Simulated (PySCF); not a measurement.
Compound: C₅H₁₀O₂Si.
Z-matrix (Å and degrees, PBE0-D3(BJ)/def2-SVP geometry), rows numbered from 1:
```
O 
C   1  1.2040
C   2  1.4992  1  124.61
C   3  1.5372  2  112.14  1   155.26
O   4  1.4018  3  113.04  2    63.34
C   5  1.4054  4  115.34  3    75.10
C   6  1.5307  5  113.33  4   -72.18
Si  7  1.8839  6  109.67  5    54.51
H   2  1.1214  1  121.04  3  -178.91
H   3  1.1032  2  107.88  1    32.00
H   4  1.1092  3  109.70  2  -172.65
H   4  1.1018  3  110.30  2   -55.13
H   6  1.1009  5  105.87  4   166.45
H   6  1.1102  5  109.82  4    51.23
H   7  1.1022  6  110.16  5   177.56
H   7  1.1032  6  109.41  5   -65.08
H   8  1.4971  3  107.46  2   163.06
H   8  1.4907  3  112.07  2    42.19
```

Computed with PySCF at PBE0/pcSseg-1 and CAM-B3LYP/def2-SVPD, non-relativistic, on one gas-phase PBE0-D3(BJ)/def2-SVP geometry that isn't relaxed in the solvent. The solvent is an IEF-PCM continuum (cavity from Bondi-type radii × 1.2). The model holds no explicit solvent molecules, cavitation or dispersion.

Gas phase at PBE0/pcSseg-1: HOMO -7.14 eV, LUMO -0.79 eV, dipole 3.41 D.

Q: What does the continuum do to the energy, the frontier levels and the dipole at PBE0/pcSseg-1 in acetonitrile?

A: 
| solvent | ε | E(solvent) − E(gas) (kcal/mol) | polarisation term (kcal/mol) | distortion of the solute (kcal/mol) | HOMO (eV) | LUMO (eV) | dipole (D) |
| --- | --- | --- | --- | --- | --- | --- | --- |
| acetonitrile | 35.69 | -6.73 | -7.84 | 1.11 | -7.24 | -0.80 | 4.37 |

The first energy column is the sum of the next two and covers electrostatics alone.

Q: Which radius a makes the point-dipole formula ΔE = −[(ε − 1)/(2ε + 1)]·μ²/a³ give the value in acetonitrile, with the gas-phase dipole?

A: μ = 1.342 au and |ΔE| = 0.01073 Eh give a = 2.28 Å; the farthest nucleus lies 3.26 Å from the centroid of the nuclei, so such a sphere wouldn't even hold the nuclei. The formula assumes a rigid point dipole at the centre of a sphere.

Q: Which IAO charges (PBE0/pcSseg-1) respond most in acetonitrile (means over atoms taken as equivalent)?

A: 
```tsv
atoms	environment	gas (e)	solvent (e)	change
O1	aldehyde oxygen	-0.401	-0.453	-0.052
O5	cyclic ether oxygen	-0.395	-0.412	-0.017
C2	aldehyde carbon	+0.262	+0.278	+0.016
H11	methylene hydrogen	+0.118	+0.131	+0.013
H9	formyl hydrogen	+0.100	+0.110	+0.010
H14	methylene hydrogen	+0.111	+0.120	+0.009
H15	methylene hydrogen	+0.152	+0.162	+0.010
H10	methine hydrogen	+0.167	+0.176	+0.009
```

Q: Which Mayer bond orders change most in acetonitrile?

A: 
| bond | length (Å) | gas | solvent | change |
| --- | --- | --- | --- | --- |
| O1–C2 | 1.204 | 1.996 | 1.952 | -0.044 |
| C2–C3 | 1.499 | 0.961 | 0.982 | +0.021 |
| O5–C6 | 1.405 | 0.927 | 0.915 | -0.012 |
| C7–Si8 | 1.884 | 0.909 | 0.918 | +0.009 |
| Si8–C3 | 1.911 | 0.821 | 0.812 | -0.009 |
| C4–O5 | 1.402 | 0.935 | 0.927 | -0.008 |
| C3–H10 | 1.103 | 0.925 | 0.920 | -0.005 |
| Si8–H18 | 1.491 | 0.964 | 0.959 | -0.005 |

Gas phase at CAM-B3LYP/def2-SVPD: HOMO -8.70 eV, LUMO 0.20 eV, dipole 3.60 D.

Q: What does the continuum do to the energy, the frontier levels and the dipole at CAM-B3LYP/def2-SVPD in acetonitrile?

A: 
```csv
solvent,ε,E(solvent) − E(gas) (kcal/mol),polarisation term (kcal/mol),distortion of the solute (kcal/mol),HOMO (eV),LUMO (eV),dipole (D)
acetonitrile,35.69,-7.40,-8.83,1.43,-8.79,0.20,4.70
```

Q: How does the static polarisability (CAM-B3LYP/def2-SVPD, frozen core, with the continuum's full static response) change?

A: 
```json
{"medium": "gas", "isotropic (au)": "89.3", "principal values (au)": "80.9, 87.9, 99.0", "⟨r²⟩ of the electrons (bohr²)": "1148.7"}
{"medium": "acetonitrile", "isotropic (au)": "121.6", "principal values (au)": "112.6, 119.5, 132.7", "⟨r²⟩ of the electrons (bohr²)": "1149.9"}
```

The isotropic value in acetonitrile is 1.36 times the gas-phase one; no cavity-field correction is applied. ⟨r²⟩ is taken about the centre of nuclear charge.
